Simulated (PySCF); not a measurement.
A geometry optimisation on Ge(NCS)2H2 (`S=C=[N][GeH2][N]=C=S`).

Method: PBE0-D3(BJ)/def2-SVP geometry optimisation, gas phase (PySCF 2.14.0). Start geometry: GFN2-xTB. The command runs a driver script over a list of jobs; the input below is this job's line of settings and its coordinates in Å.

Command:
```bash
OMP_NUM_THREADS=1 python probes_run.py task.json out
```

Input:
```
{"job": {"xc": "PBE0", "basis": "def2-SVP", "d3": "d3bj", "grid": 1, "maxiter": 40, "shake": 0.03, "kind": "geom"}, "charge": 0, "multiplicity": 1}
Ge    -0.868020    -0.018940    -0.657830
N     -0.948260    -0.026080     1.106570
C     -0.786840    -0.060580     2.265480
S     -0.416180    -0.104430     3.813980
N      0.765020     0.046860    -1.236030
C      1.938790     0.000170    -1.411830
S      3.494910    -0.106110    -1.709620
H     -1.477190     1.383300    -1.087050
H     -1.569480    -1.183620    -1.109350
```

Output:
```
step   0  E = -3058.92557069  max force = 0.063976
step   1  E = -3058.93866367  max force = 0.006420
step   2  E = -3058.93903071  max force = 0.001883
step   3  E = -3058.93906927  max force = 0.000527
step   4  E = -3058.93907072  max force = 0.000202
optimisation converged
```

Energies in Eh; «max force» is the largest Cartesian gradient component in Eh/bohr.

Q: Give the first gradient maximum in eV/Å.

A: With 1 Eh/bohr = 51.422 eV/Å, 3.290 eV/Å.

Q: How much energy does the optimisation release, in kJ/mol?

A: E(step 0) − E(last step) = 0.013500 Eh, which is 35.4 kJ/mol.

In short: final energy -3058.93907 Eh after 4 steps; dipole 3.31 D.

Q: Where do the atoms end?

A: 0.084 Å rms from the input after alignment:
```
atom  x, y, z in Å
Ge1   -0.9443    0.0527   -0.6861
N2    -0.9031    0.0036    1.1245
C3    -0.6701   -0.0535    2.2958
S4    -0.3903   -0.1259    3.8428
N5     0.7761    0.0534   -1.2548
C6     1.9597   -0.0255   -1.4068
S7     3.5139   -0.1196   -1.6348
H8    -1.5905    1.3666   -1.1173
H9    -1.6188   -1.2214   -1.1889
```

Q: Estimate the wall time. Hardware: one thread, Intel Xeon Platinum 8375C at 2.90 GHz (x86_64) (shared host). And the peak memory of the process?

A: About 42 s, with 0.50 GiB resident at the peak, the Python interpreter and its libraries included.
Labels such as C1 count atoms from 1, the log's own numbers from 0.
